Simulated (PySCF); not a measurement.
**Complete the spectrum of (ClAlO)3 ring**

Compound: (ClAlO)3 ring, Al3Cl3O3.
Z-matrix (Å and degrees, PBE0-D3(BJ)/def2-SVP geometry), rows numbered from 1:
```
Al
Cl  1  2.0762
O   1  1.7054  2  122.59
Al  3  1.7052  1  125.20  2   179.14
Cl  4  2.0758  3  123.46  1  -178.39
O   4  1.7040  3  114.62  1     1.24
Al  6  1.7034  4  125.37  3     0.19
Cl  7  2.0752  6  121.99  4   177.20
O   1  1.7052  2  122.43  3   179.97
```

Level of theory: TDDFT CAM-B3LYP/def2-SVPD, vertical, gas phase, core orbitals frozen in the response (PySCF 2.14.0, density-fitted response routines).

Lowest singlets, with some entries withheld (?). Orbitals of the list HOMO-3 to LUMO+2 that lie within 0.01 eV of each other are written together with a slash and their weights summed (≥ marks a lower bound); for degenerate orbitals outside that list single weights are arbitrary.

```json
{"state": "S1", "E (eV)": "6.54", "f": "?", "main configurations (H = HOMO, L = LUMO)": "H→L (66%), H-6→L (19%)"}
{"state": "S2", "E (eV)": "6.56", "f": "?", "main configurations (H = HOMO, L = LUMO)": "H-1→L (65%), H-7→L (21%)"}
{"state": "S3", "E (eV)": "6.78", "f": "?", "main configurations (H = HOMO, L = LUMO)": "H-4→L (58%), H-8→L (28%)"}
{"state": "S4", "E (eV)": "6.78", "f": "?", "main configurations (H = HOMO, L = LUMO)": "H-5→L (58%), H-9→L (30%)"}
{"state": "S5", "E (eV)": "6.92", "f": "?", "main configurations (H = HOMO, L = LUMO)": "H-2→L (78%)"}
{"state": "S6", "E (eV)": "6.99", "f": "?", "main configurations (H = HOMO, L = LUMO)": "H-3→L (71%)"}
{"state": "S7", "E (eV)": "7.17", "f": "?", "main configurations (H = HOMO, L = LUMO)": "H-7→L (56%), H-1→L (14%), H-2→L+2 (8%)"}
{"state": "S8", "E (eV)": "7.17", "f": "?", "main configurations (H = HOMO, L = LUMO)": "H-6→L (57%), H→L (13%), H-2→L+1 (10%)"}
{"state": "S9", "E (eV)": "7.34", "f": "?", "main configurations (H = HOMO, L = LUMO)": "H-8→L (38%), H-9→L (17%), H-4→L (13%)"}
{"state": "S10", "E (eV)": "7.34", "f": "?", "main configurations (H = HOMO, L = LUMO)": "H-9→L (38%), H-8→L (18%), H-5→L (14%)"}
{"state": "S11", "E (eV)": "7.94", "f": "?", "main configurations (H = HOMO, L = LUMO)": "H→L+5 (52%), H-2→L+4 (13%), H-1→L+4 (11%)"}
{"state": "S12", "E (eV)": "7.94", "f": "?", "main configurations (H = HOMO, L = LUMO)": "H-1→L+3 (26%), H-1→L+4 (21%), H→L+4 (11%)"}
{"state": "S13", "E (eV)": "7.96", "f": "?", "main configurations (H = HOMO, L = LUMO)": "H-1→L+3 (31%), H→L+4 (29%), H-2→L+5 (11%)"}
{"state": "S14", "E (eV)": "8.19", "f": "?", "main configurations (H = HOMO, L = LUMO)": "H-14→L (35%), H→L+2 (13%), H-1→L+1 (13%)"}
{"state": "S15", "E (eV)": "8.22", "f": "?", "main configurations (H = HOMO, L = LUMO)": "H→L+1 (19%), H-1→L+2 (14%), H-6→L+5 (13%)"}
```

Q: What stands in place of each question mark?

A: 
- S1: f = 0.022
- S2: f = 0.021
- S3: f = 0.0001
- S4: f = 0.0001
- S5: f = 0.0000
- S6: f = 0.019
- S7: f = 0.115
- S8: f = 0.113
- S9: f = 0.0001
- S10: f = 0.0001
- S11: f = 0.0000
- S12: f = 0.0000
- S13: f = 0.0001
- S14: f = 0.0010
- S15: f = 0.0001

Q: What is the vertical ionisation energy by ΔSCF at this level?

A: 11.72 eV; −ε(HOMO) is 10.96 eV.

Q: Where do the lowest triplets lie (Tamm–Dancoff)?

A: T1 6.26 eV, H→L (56%), H-6→L (27%); T2 6.28 eV, H-1→L (54%), H-7→L (29%); T3 6.52 eV, H-4→L (49%), H-8→L (35%); T4 6.52 eV, H-5→L (48%), H-9→L (37%). E(S1) − E(T1) = +0.28 eV.

Q: Which level carries the most intensity, and what share of the listed sum of f?

A: S7/S8, with f = 0.228 of 0.293, 78%.

One conformer stands for the species.
